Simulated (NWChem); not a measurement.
Molecule: C$_{2}$H$_{3}$F$_{2}$NSi; SMILES N#CC(F)(F)[SiH3]

```xyz
9

N     -0.9971    -2.3609     0.0000
C     -0.3496    -1.3985     0.0000
C      0.3734    -0.1105     0.0000
F      1.1840    -0.0711    -1.1090
F      1.1840    -0.0711     1.1090
Si    -0.7813     1.4468     0.0000
H     -1.6139     1.3991    -1.2237
H      0.1222     2.6194     0.0000
H     -1.6139     1.3991     1.2237
```
Atoms are numbered in this order, from 1.

All runs: NWChem. Pople sets run with spherical d functions. Geometry: optimised at B3LYP/6-31G* (spherical d). Vzz is the largest principal value of the second derivative of the potential at the nucleus (NWChem prints the opposite sign); η is the asymmetry. Non-relativistic.

```tsv
level	Vzz N1 (a.u.)	η N1
B3LYP/def2-SVP	-0.886	0.09
B3LYP/6-31G*	-0.810	0.09
PBE/def2-SVP	-0.810	0.09
PBE/6-31G*	[?]	0.09
```

Question: Complete the blanks.

Answer: 
- PBE/6-31G*, Vzz N1 (a.u.): -0.738
